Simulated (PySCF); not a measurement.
C3H11NSi2: core ionisation energies

Species: C₃H₁₁NSi₂.
Z-matrix (Å and degrees, PBE0-D3(BJ)/def2-SVP geometry), rows numbered from 1:
```
N 
Si  1  1.7415
C   2  1.8991  1  109.47
C   3  1.5355  2  107.92  1    79.80
C   4  1.5366  3  111.64  2    55.38
Si  5  1.9109  4  109.21  3   -51.73
H   1  1.0151  2  119.81  3    72.22
H   1  1.0138  2  118.54  3  -147.99
H   2  1.5030  1  115.13  3  -125.67
H   3  1.1030  2  111.65  1   -43.01
H   3  1.1051  2  108.85  1  -160.50
H   4  1.1039  3  110.76  2   178.63
H   4  1.1048  3  108.64  2   -65.26
H   5  1.1015  4  111.74  3  -176.65
H   5  1.1048  4  109.62  3    65.44
H   6  1.4963  2  118.16  1   134.96
H   6  1.4993  2  112.62  1     7.72
```

Theory: PySCF 2.14.0, delta-SCF UKS SCAN, pcX-2 on the ionised atom, pcseg-1 elsewhere, spin-free X2C. Vertical ΔSCF values, vacuum level as zero.

Q: What binding energy does each computed site have?

A: 
```json
{"atom(s)": "Si6", "bonded to": "C, 2 H and Si", "level": "Si 2p3/2", "binding energy (eV)": "105.86", "2p1/2 (eV)": "106.49", "above the level's lowest (eV)": "0.00", "count": "1"}
{"atom(s)": "Si2", "bonded to": "N, C, H and Si", "level": "Si 2p3/2", "binding energy (eV)": "106.05", "2p1/2 (eV)": "106.68", "above the level's lowest (eV)": "+0.19", "count": "1"}
{"atom(s)": "C3", "bonded to": "C, 2 H and Si", "level": "C 1s", "binding energy (eV)": "289.72", "2p1/2 (eV)": "–", "above the level's lowest (eV)": "0.00", "count": "1"}
{"atom(s)": "C5", "bonded to": "C, 2 H and Si", "level": "C 1s", "binding energy (eV)": "289.83", "2p1/2 (eV)": "–", "above the level's lowest (eV)": "+0.11", "count": "1"}
{"atom(s)": "C4", "bonded to": "2 C and 2 H", "level": "C 1s", "binding energy (eV)": "290.37", "2p1/2 (eV)": "–", "above the level's lowest (eV)": "+0.65", "count": "1"}
{"atom(s)": "N1", "bonded to": "2 H and Si", "level": "N 1s", "binding energy (eV)": "404.39", "2p1/2 (eV)": "–", "above the level's lowest (eV)": "0.00", "count": "1"}
{"atom(s)": "Si6", "bonded to": "C, 2 H and Si", "level": "Si 1s", "binding energy (eV)": "1845.54", "2p1/2 (eV)": "–", "above the level's lowest (eV)": "0.00", "count": "1"}
{"atom(s)": "Si2", "bonded to": "N, C, H and Si", "level": "Si 1s", "binding energy (eV)": "1845.86", "2p1/2 (eV)": "–", "above the level's lowest (eV)": "+0.32", "count": "1"}
```

The listed C 1s values span 0.65 eV, from C3 (bonded to C, 2 H and Si) to C4 (bonded to 2 C and 2 H).

The listed Si 1s values span 0.32 eV, from Si6 (bonded to C, 2 H and Si) to Si2 (bonded to N, C, H and Si).

The 2 Si 2p3/2 values lie within 0.19 eV of each other.

Q: Which effective nuclear charge Zeff reproduces each element's mean 1s value in the hydrogen-like formula E = 13.606 eV × Zeff²?

A: C (Z = 6): mean 290.0 eV, Zeff = 4.62, Z − Zeff = 1.38; N (Z = 7): mean 404.4 eV, Zeff = 5.45, Z − Zeff = 1.55; Si (Z = 14): mean 1845.7 eV, Zeff = 11.65, Z − Zeff = 2.35. Means run over the listed sites, weighted by atom count.

2p3/2 and 2p1/2 are the ΔSCF energy of one spin-free 2p hole plus the eigenvalues of a spin–orbit and ligand-field matrix of the shell. 2p1/2 minus 2p3/2 (ligand field included): Si 0.62 eV. The structure is a single PBE0-D3(BJ)/def2-SVP conformer in the gas phase; no vibrational or solvent corrections.
